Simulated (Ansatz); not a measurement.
The same path of CH₁₀N₂SiSn (15 atoms, charge 0, multiplicity 1) was run twice with different band settings. The coordinate that changes most is the dihedral H6–N1–C2–Sn4.

All numbers below come from Ansatz 0.2.0, RKS PBE0/def2-SVP.

Relaxed end points:

```xyz
15
Properties=species:S:1:pos:R:3
N 1.976 -0.145 -0.194
C 0.979 -0.705 0.691
N 0.593 0.011 1.886
Sn -0.825 -1.134 -0.471
Si -1.819 1.113 -1.254
H 1.705 0.779 -0.529
H 2.878 -0.041 0.272
H 1.341 -1.698 1.006
H 0.245 0.944 1.670
H 1.379 0.126 2.528
H -0.451 -2.104 -1.838
H -1.979 -1.965 0.492
H -0.835 1.855 -2.106
H -3.075 0.927 -2.046
H -2.135 1.984 -0.077
```

```xyz
15
Properties=species:S:1:pos:R:3
N 2.144 -0.107 0.107
C 0.995 -0.667 0.786
N 0.528 0.114 1.900
Sn -0.774 -1.085 -0.475
Si -1.846 1.162 -1.148
H 2.597 -0.785 -0.503
H 1.905 0.702 -0.464
H 1.299 -1.655 1.167
H 0.167 1.017 1.595
H 1.310 0.317 2.526
H -0.244 -1.886 -1.909
H -1.939 -2.088 0.294
H -0.861 1.998 -1.908
H -3.056 0.974 -2.005
H -2.247 1.939 0.068
```

Common settings: movable images 7; climbing image yes; spring 5.0 eV/Å²; optimiser quadratic models (default); start path through a guess of the saddle point; end points relaxed.

| run | force threshold | iteration limit |
| --- | --- | --- |
| 1 | 0.05 eV/Å | 33 |
| 2 | 0.2 eV/Å | 37 |

What does each run give, and how far can it be trusted?

Run 1: converged after 12 iterations, highest image 0.168 eV above the first end. The profile has 2 maxima (images 2, 6) with wells between them (image 4): this band takes more than one step, which may be the mechanism or a detour left from its start path. A vibrational analysis at the climbing image gives one clearly imaginary mode, 311i cm⁻¹: a first-order saddle point.
Run 2: converged after 9 iterations, highest image 0.168 eV above the first end. The threshold of 0.2 eV/Å is loose, so the images may lie well off the minimum-energy path. The profile has 2 maxima (images 2, 6) with wells between them (image 4): this band takes more than one step, which may be the mechanism or a detour left from its start path. Another band between the same ends (7 images) ends at a top of the same energy, where a vibrational analysis finds 1 clearly imaginary mode.
